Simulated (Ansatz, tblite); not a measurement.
Spin states of OsO₃⁻, each relaxed with PBE-D4/def2-TZVPD in Ansatz. Electronic energies in the gas phase.

In the def2 sets Os takes a core potential; there is no spin–orbit coupling. The xTB rows come from tblite. LC-ωPBE has ω = 0.4 bohr⁻¹. Correlated methods freeze 3 core orbitals; core or outer-core shells of Os are correlated, in sets that lack core-valence functions. The rows differ in basis, and correlated rows in double-zeta sets carry the largest basis error. In CCSD on the charge -1 doublet the largest single amplitude is 0.22, so its Hartree–Fock determinant may place the open shell otherwise than the density functionals do. The structure comes from a short search, and lower isomers may exist.

Doublet geometry (C2v within 0.1 Å):

```
atom   x (Å)   y (Å)   z (Å)
 Os1  -0.039  -0.058  -0.046
  O2   0.025   0.206  -1.764
  O3   0.794   1.176   0.920
  O4  -0.780  -1.324   0.890
```

Quartet geometry (D3h within 0.1 Å):

```xyz
4

Os    0.000    0.000    0.000
O     0.380    1.740    0.149
O     1.072   -1.071   -0.948
O    -1.453   -0.669    0.798
```

Run but left out: HF/def2-SVPD, HF/def2-TZVPD, MP2/def2-SVPD, MP2/def2-TZVPD (doublet: ⟨S²⟩ 1.07 to 1.14, where a pure state has 0.75).

Only these spin states were relaxed. Higher spins weren't run and may lie lower.

```csv
level,quartet − doublet (kcal/mol),lowest of these,remarks
GFN1-xTB,28.4,doublet,–
GFN2-xTB,41.2,doublet,–
LDA (SPW92)/def2-TZVPD,36.7,doublet,"HOMO above zero (doublet), HOMO above zero (quartet)"
PBE-D4/def2-TZVPD,30.3,doublet,"HOMO above zero (doublet), HOMO above zero (quartet)"
r2SCAN-D4/def2-TZVPD,25.6,doublet,"HOMO above zero (doublet), HOMO above zero (quartet)"
PBE0-D4/def2-TZVPD,25.0,doublet,–
r2SCAN0-D4/def2-TZVPD,21.3,doublet,–
CAM-B3LYP-D4/def2-TZVPD,26.4,doublet,–
LC-ωPBE/def2-TZVPD,23.8,doublet,–
ωB97M-V/def2-TZVPD,26.6,doublet,–
RPA@PBE/def2-TZVPD,32.2,doublet,–
CCSD/def2-SVPD,24.0,doublet,"large T1 (0.055) (doublet), spin-contaminated (⟨S²⟩ 1.14) (doublet)"
CCSD(T)/def2-SVPD,26.3,doublet,"large T1 (0.055) (doublet), spin-contaminated (⟨S²⟩ 1.14) (doublet)"
```

```csv
state,donor atoms,mean metal–ligand distance (Å),range (Å),Mulliken spin on the metal (PBE0)
doublet,3,1.752,1.74–1.78,0.61
quartet,3,1.788,1.79–1.79,2.32
```

⟨S²⟩ at PBE0-D4/def2-TZVPD: doublet 0.76 (pure 0.75), quartet 3.76 (pure 3.75).

Change of the quartet − doublet gap on mixing in exact exchange, in kcal/mol: PBE to PBE0 (25 % exact exchange) -5.3; r2SCAN to r2SCAN0 (25 % exact exchange) -4.3.

The xTB methods have no spin-polarisation term.
